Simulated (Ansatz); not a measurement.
Mulliken charges of CH4ClO2Sc (`C[O][Sc]([OH])[Cl]`) from PBE/def2-TZVPP in Ansatz (PBE0-D4/def2-TZVP geometry).

```tsv
atom	x (Å)	y (Å)	z (Å)	charge (e)
C1	1.008	1.196	0.964	-0.121
O2	0.226	0.461	0.084	-0.442
Sc3	-0.797	-0.603	-1.017	0.897
O4	-1.221	-2.328	-0.493	-0.490
Cl5	-1.525	0.251	-3.059	-0.317
H6	1.662	1.886	0.419	0.098
H7	1.636	0.538	1.576	0.093
H8	0.379	1.788	1.638	0.094
H9	-1.369	-3.188	-0.112	0.187
```

By hand: the dipole of these point charges (1 e Å = 4.8032 D).

Σ q r = (0.240, -0.021, 0.466) e Å, of length 0.525 e Å = 2.52 D.

How does the dipole of the full density compare? (An estimate is asked.)

Computed: (0.262, -0.223, 0.676) e Å, 3.64 D; the point charges give 0.69 times that, at 16° from its direction.

Point charges leave out the atoms' own dipoles, such as those of lone pairs, and Mulliken's split depends on the basis, so the two needn't agree.
